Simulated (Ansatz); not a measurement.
Reaction (atomization): `OC[SiH](Cl)[SeH]` → C• + Cl• + 5 H• + O• + Se• + Si•

Computed with Ansatz on PBE0-D4/def2-TZVP structures; ΔE is electronic, products minus reactants. CCSD(T)/CBS is the MP2 limit (def2-TZVPP, def2-QZVPP) plus CCSD(T) − MP2 in def2-TZVPP, frozen cores. This one scheme is used for every species, atoms too. For atomizations the MP2-based limit and the directly extrapolated one differ by several kJ/mol either way, and by 10 to 25 for some Ge, Se and Sn compounds, so smaller differences from it don't rank the levels. Functionals use def2-TZVPP. HSE06 is defined as in plane-wave codes. No spin–orbit coupling; open shells (•) take unrestricted orbitals. Spin–orbit coupling would lower the free atoms: a little for C, Cl, O, Si; clearly for Se. For Se outer-core shells are correlated without core-valence functions, so the limit isn't a true one: a few kJ/mol of doubt a bond, and 10 to 20 or more in all where bonds break to atoms. Scalar relativity is left out up to krypton. One conformer a species, not always the lowest.

```csv
level,ΔE (eV),difference from CCSD(T)/CBS
LDA (SPW92),40.04,5.16
r2SCAN-D4,34.88,0.00
B97M-V,34.80,-0.08
PBE-QIDH,34.44,-0.44
BLYP,33.85,-1.03
r2SCAN,34.81,-0.07
r2SCANh,34.56,-0.32
HSE06,34.48,-0.40
BHLYP,33.13,-1.75
HF/def2-SVP,24.46,-10.42
MP2/def2-SVP,32.59,-2.29
CCSD(T)/def2-SVP,32.15,-2.73
SCS-MP2/def2-TZVPP,34.10,-0.78
CCSD(T)/def2-TZVPP,33.75,-1.13
HF/def2-QZVPP,24.60,-10.28
MP2/def2-QZVPP,35.05,0.17
CCSD(T)/CBS,34.88,0
```

Largest T1 diagnostic among the species: 0.012.

Leaving LDA and LC-ωPBE aside and taking each functional with its dispersion term where it has one, the values, not all of them listed here, spread over 1.81 eV, from BHLYP-D4 to PBE-D4. LDA lies +5.01 eV from PBE without D4, its usual overbinding. The D4 term adds +0.46 eV with B3LYP and +0.24 eV with PBE0; it sums over pairs of atoms, weighted by their polarisabilities, and B3LYP, whose exchange is more repulsive, gets the larger term. From r2SCAN to r2SCAN0 (25 % exact exchange), in def2-TZVPP and without D4, ΔE moves by −0.61 eV: exact exchange takes away binding that semilocal exchange gives to molecules.

B3LYP here is the variant with VWN-RPA as its local correlation; programs differ in this.
